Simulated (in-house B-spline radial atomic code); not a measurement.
## Binding energies in the scandium ion Sc¹⁶⁺

NIST's tabulated ground configuration is [He] 2s2 2p1; each binding energy is the energy of the ion with one electron taken from that subshell, relaxed, less that of the parent. Computed with a radial B-spline atomic code at the basis-set limit: Dirac-Hartree-Fock, average of configuration, Fermi nucleus of rms radius 3.5459 fm. Energies include first-order Breit, QED and recoil terms.

```
subshell  X-ray name  binding energy (eV)  -ε (eV)  relaxation (eV)
      1s           K               5335.9   5348.4              7.1
      2s          L1               1130.6   1131.7              0.6
      2p        L2,3               1090.9   1091.9              0.7
```

Relaxation = -ε minus the binding energy without Breit, QED and recoil terms.

(1) What does it cost to remove two 1s electrons?

Results:

(1) 11019 eV, which is 347.1 eV more than the two single binding energies together.
